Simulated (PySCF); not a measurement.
Species: C5H13OPSi2.
SMILES with atom numbers: `[CH2:1]=[C:2]([CH2:3][SiH3:4])[Si@@:5]1([PH2:6])[CH2:7][CH2:8][O:9]1`

Structure used (GFN2-xTB), in Å, numbered top down from 1:
```
atom  x, y, z in Å
C1    -1.293    0.267    2.005
C2    -0.764   -0.163    0.865
C3    -1.450   -1.171    0.005
Si4   -2.335   -0.320   -1.459
Si5    0.877    0.546    0.227
P6     1.144    2.772    0.407
C7     2.449   -0.522    0.473
C8     2.337   -0.731   -1.034
O9     1.191    0.058   -1.338
H10   -0.810    1.017    2.609
H11   -2.228   -0.116    2.383
H12   -2.171   -1.739    0.595
H13   -0.720   -1.873   -0.398
H14   -1.393    0.447   -2.265
H15   -2.970   -1.372   -2.259
H16   -3.364    0.568   -0.908
H17    0.414    2.874    1.575
H18    0.037    3.041   -0.381
H19    3.355   -0.005    0.771
H20    2.353   -1.436    1.048
H21    3.189   -0.356   -1.601
H22    2.140   -1.765   -1.321
```

Probes without a nucleus sit at each ring's centroid and 1 Å off its mean plane on both sides; NICS is minus the shielding there, NICSzz its component along the normal. Level: GIAO PBE0/pcSseg-1 (PySCF, non-relativistic, gas phase) on the GFN2-xTB geometry, one conformer.

Ring bond lengths (Å), with Mayer bond orders in brackets: Si5–C7 1.916 (0.92), C7–C8 1.525 (1.01), C8–O9 1.424 (0.89), O9–Si5 1.670 (0.98).

Problem. Give the NICS values of each ring in ppm.

Solution. 
```tsv
ring	type	NICS(0)	NICS(1), two faces	NICS(1)zz, two faces	rms pucker (Å)	centre to ring atoms, mean (Å)
Si5–C7–C8–O9	4-membered ring with O and Si; formal bonds all single	-1.1	0.2 / 0.4	2.8 / 2.4	0.01	1.15
```

Problem. What do they say, and how far can they be read as aromaticity?

Solution. 
- Si5–C7–C8–O9: mean NICS(1)zz 2.6 ppm, near zero. Si5, C7, C8 have four or more neighbours, and the NICS criterion for π rings isn't applied.

Problem. What are the shieldings of the ring atoms and their hydrogens in the same run (means over atoms taken as equivalent)?

Solution. 
| atoms | environment | σ isotropic (ppm) | principal values of the symmetric part, first atom (ppm) |
| --- | --- | --- | --- |
| Si5 | oxygen-bound silicon | 298.4 | 251.5, 298.7, 344.9 |
| C7 | sp3 carbon bound to silicon | 161.8 | 129.2, 168.2, 188.0 |
| C8 | sp3 carbon bound to oxygen | 116.2 | 85.6, 97.5, 165.6 |
| O9 | silyl ether oxygen | 264.1 | 224.9, 246.2, 321.2 |
| H19 | methylene hydrogen | 29.46 | 26.7, 27.3, 34.4 |
| H20 | methylene hydrogen | 29.73 | 26.5, 28.0, 34.7 |
| H21 | methylene hydrogen | 26.79 | 22.9, 25.2, 32.3 |
| H22 | methylene hydrogen | 26.91 | 22.8, 25.4, 32.5 |
